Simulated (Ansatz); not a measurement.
C$_{2}$H$_{7}$NSe (`CNC[SeH]`). Charge 0, multiplicity 1. All single points use the PBE0-D4/def2-TZVP geometry. It is one conformer, not always the lowest.

```xyz
11

C    -0.623   -1.357    0.599
N    -0.272    0.045    0.679
C     0.155    0.590   -0.577
Se    0.423    2.521   -0.352
H    -0.900   -1.719    1.591
H     0.182   -2.000    0.208
H    -1.492   -1.479   -0.053
H     0.437    0.205    1.383
H    -0.632    0.434   -1.317
H     1.091    0.174   -0.976
H     1.630    2.586   -1.186
```

Task: What is the dipole moment at B3LYP/def2-TZVPP? (An estimate is asked.)

Result: Ansatz gave: 2.12 D, with components (0.86, -1.91, -0.30) D in this frame, pointing from negative to positive charge.

Task: And with PBE, r2SCAN, ωB97M-V? (An estimate is asked.)

Result: The calculation gave: PBE 2.07 D, r2SCAN 2.18 D, ωB97M-V 2.13 D.

Task: Give the Mulliken charges with B3LYP, PBE, r2SCAN in def2-TZVPP. (Estimate.)

Result: Computed: 
| atom | B3LYP | PBE | r2SCAN |
| --- | --- | --- | --- |
| C1 | -0.18 | -0.19 | -0.05 |
| N2 | -0.25 | -0.22 | -0.26 |
| C3 | -0.14 | -0.14 | -0.05 |
| Se4 | -0.07 | -0.09 | -0.11 |
| H5 | 0.10 | 0.09 | 0.05 |
| H6 | 0.07 | 0.07 | 0.04 |
| H7 | 0.09 | 0.09 | 0.05 |
| H8 | 0.12 | 0.14 | 0.13 |
| H9 | 0.12 | 0.12 | 0.09 |
| H10 | 0.10 | 0.10 | 0.07 |
| H11 | 0.03 | 0.03 | 0.04 |

B3LYP here is the variant with VWN-RPA as its local correlation; programs differ in this.
